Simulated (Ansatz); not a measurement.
Reaction (formal exchange of groups at a B–F bond): `FBOCS` + SiH₄ → `[SiH3]BOCS` + H–F

Program: Ansatz. Geometries: PBE0-D4/def2-TZVP. ΔE: electronic, gas phase. CCSD(T)/CBS adds triple-zeta CCSD(T) − MP2 to the extrapolated MP2 energy (def2 sets, frozen cores). This one scheme is used for every species. DFT in def2-TZVPP. Each species was taken in one conformer, which may not be the lowest.

| level | ΔE (eV) |
| --- | --- |
| r2SCAN-D4 | 1.82 |
| PBE0-D4 | 1.70 |
| ωB97M-V | 1.84 |
| PBE | 1.69 |
| MP2/def2-TZVPP | 1.80 |
| MP2/def2-QZVPP | 1.77 |
| HF/CBS(def2) | 2.10 |
| CCSD/CBS(def2) | 1.76 |

Q: What does CCSD(T)/CBS give? (An estimate is asked.)

A: The calculation gave: +1.72 eV. The listed levels differ from it by 0.10, -0.02, 0.12, -0.03, 0.08, 0.05, 0.38, 0.04 eV.

Largest T1 diagnostic among the species: 0.014.

The D4 term adds −0.06 eV with B3LYP and −0.04 eV with PBE0; it sums over pairs of atoms, weighted by their polarisabilities, and B3LYP, whose exchange is more repulsive, gets the larger term. From PBE to PBE0 (25 % exact exchange), in def2-TZVPP and without D4, ΔE moves by +0.05 eV. In def2-TZVPP, CCSD(T) changes the Hartree–Fock value by −0.32 eV (the triples alone add −0.04 eV) and MP2 by −0.29 eV.

B3LYP here is the variant with VWN-RPA as its local correlation; programs differ in this.
